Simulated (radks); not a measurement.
The nuclear charge of neutral oxygen is varied continuously with 8 electrons held in [He] 2s2 2p4. All-electron calculation, scalar-relativistic Kohn-Sham, PBE, spin-polarised, spherical densities, point nucleus; open shells are filled with parallel spins first. Program: a radial shooting solver on a logarithmic mesh with Libxc functionals. By the Hellmann-Feynman theorem dE/dZ = E(electron-nucleus)/Z, the electronic potential at the nucleus. The scalar-relativistic energy here is not variational (the density holds large components alone), so the two differ by a part that grows with Z.

[
 {"Z": "7.8", "E (hartree)": "-70.67372", "E(electron-nucleus)/Z (hartree)": "-21.5627", "HOMO": "2p", "e(HOMO) (eV)": "-4.354", "<r> HOMO (bohr)": "1.441"},
 {"Z": "8", "E (hartree)": "-75.05760", "E(electron-nucleus)/Z (hartree)": "-22.2736", "HOMO": "2p", "e(HOMO) (eV)": "-7.186", "<r> HOMO (bohr)": "1.335"},
 {"Z": "8.2", "E (hartree)": "-79.58353", "E(electron-nucleus)/Z (hartree)": "-22.9830", "HOMO": "2p", "e(HOMO) (eV)": "-10.338", "<r> HOMO (bohr)": "1.249"},
 {"Z": "8.4", "E (hartree)": "-84.25126", "E(electron-nucleus)/Z (hartree)": "-23.6915", "HOMO": "2p", "e(HOMO) (eV)": "-13.799", "<r> HOMO (bohr)": "1.177"},
 {"Z": "8.6", "E (hartree)": "-89.06065", "E(electron-nucleus)/Z (hartree)": "-24.3993", "HOMO": "2p", "e(HOMO) (eV)": "-17.560", "<r> HOMO (bohr)": "1.114"},
 {"Z": "8.8", "E (hartree)": "-94.01157", "E(electron-nucleus)/Z (hartree)": "-25.1066", "HOMO": "2p", "e(HOMO) (eV)": "-21.617", "<r> HOMO (bohr)": "1.059"},
 {"Z": "9", "E (hartree)": "-99.10393", "E(electron-nucleus)/Z (hartree)": "-25.8135", "HOMO": "2p", "e(HOMO) (eV)": "-25.965", "<r> HOMO (bohr)": "1.011"}
]

The central difference of E at Z = 8 is -22.275 hartree, to compare with the third column; the second derivative is -3.55 hartree.
